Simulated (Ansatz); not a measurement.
Consider the redistribution: `B[SiH2]CS[SiH3]` + `B/N=C\Cl` → `BC=NB` + `[SiH3]SC[SiH2]Cl`.

Computed with Ansatz on PBE0-D4/def2-TZVP structures; ΔE is electronic, products minus reactants. CCSD(T)/CBS adds triple-zeta CCSD(T) − MP2 to the extrapolated MP2 energy (def2 sets, frozen cores). DFT in def2-TZVPP. B3LYP here is the variant with VWN-RPA as its local correlation; programs differ in this. One conformer a species, not always the lowest.

Q: Is it downhill or uphill in electronic energy at CCSD(T)/CBS, and by how much? (Estimate.)

A: Computed: Downhill: ΔE = -169.1 kJ/mol.

Q: What do these levels give: PBE0-D4, B3LYP-D4, MP2/def2-TZVPP, CCSD/def2-TZVPP, MP2/def2-QZVPP, MP2/CBS(def2)? (Best estimate.)

A: Ansatz gave: PBE0-D4 -158.0, B3LYP-D4 -164.8, MP2/def2-TZVPP -169.5, CCSD/def2-TZVPP -165.1, MP2/def2-QZVPP -172.8, MP2/CBS(def2) -174.8 kJ/mol.

Largest T1 diagnostic among the species: 0.017.

The D4 term adds −4.3 kJ/mol with B3LYP and −2.4 kJ/mol with PBE0; it sums over pairs of atoms, weighted by their polarisabilities, and B3LYP, whose exchange is more repulsive, gets the larger term. From PBE to PBE0 (25 % exact exchange), in def2-TZVPP and without D4, ΔE moves by −5.5 kJ/mol.
